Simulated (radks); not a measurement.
As4+, configuration [Ar] 3d10 4s1 (the NIST ground configuration).

All-electron calculation, scalar-relativistic Kohn-Sham, r2SCAN, spin-unpolarised, spherical densities, finite nucleus; meta-GGA in the generalised Kohn-Sham scheme; Fermi nuclear charge, rms radius 4.0968 fm. Program: a radial shooting solver on a logarithmic mesh with Libxc functionals.

Energy parts (eV):
total: -61423.871
kinetic: 62611.706
electron-nucleus: -146593.824
Hartree: 24807.335
exchange-correlation: -2249.088

Orbitals (lengths in bohr, moments of r in powers of bohr; <r^-3> diverges for s and p1/2; r(max) is where P^2 peaks):
[
 {"orbital": "1s", "occ.": "2", "eigenvalue (eV)": "-11803.30", "<r^-3>": "-", "<r^4>": "0.00002004", "r(max)": "0.02974"},
 {"orbital": "2s", "occ.": "2", "eigenvalue (eV)": "-1550.232", "<r^-3>": "-", "<r^4>": "0.004060", "r(max)": "0.1699"},
 {"orbital": "2p", "occ.": "6", "eigenvalue (eV)": "-1363.592", "<r^-3>": "1107", "<r^4>": "0.002976", "r(max)": "0.1363"},
 {"orbital": "3s", "occ.": "2", "eigenvalue (eV)": "-246.0965", "<r^-3>": "-", "<r^4>": "0.2685", "r(max)": "0.5209"},
 {"orbital": "3p", "occ.": "6", "eigenvalue (eV)": "-187.5667", "<r^-3>": "153.3", "<r^4>": "0.3364", "r(max)": "0.5209"},
 {"orbital": "3d", "occ.": "10", "eigenvalue (eV)": "-91.5565", "<r^-3>": "17.13", "<r^4>": "0.6743", "r(max)": "0.4783"},
 {"orbital": "4s", "occ.": "1", "eigenvalue (eV)": "-56.6146", "<r^-3>": "-", "<r^4>": "15.05", "r(max)": "1.502"},
 {"orbital": "4p", "occ.": "0", "eigenvalue (eV)": "-43.7573", "<r^-3>": "17.16", "<r^4>": "23.61", "r(max)": "1.684"}
]

The highest occupied level is 4s at -56.615 eV. For comparison, the ionisation energy in NIST's Atomic Spectra Database is 62.8 eV (measured). In exact Kohn-Sham theory the highest level is minus the ionisation energy, but local and semilocal functionals leave it too shallow, through self-interaction and a potential that decays too fast; potentials with the right tail come closer.

Run on one thread of a shared host, so times are rough (Intel(R) Xeon(R) Platinum 8259CL CPU @ 2.50GHz): 0.14 s of CPU time, 0.14 s wall, 14 iterations on 2189 mesh points.

Beside tabulated values, note that spin-unpolarised runs miss the spin-polarisation part of the exchange energy of open shells.
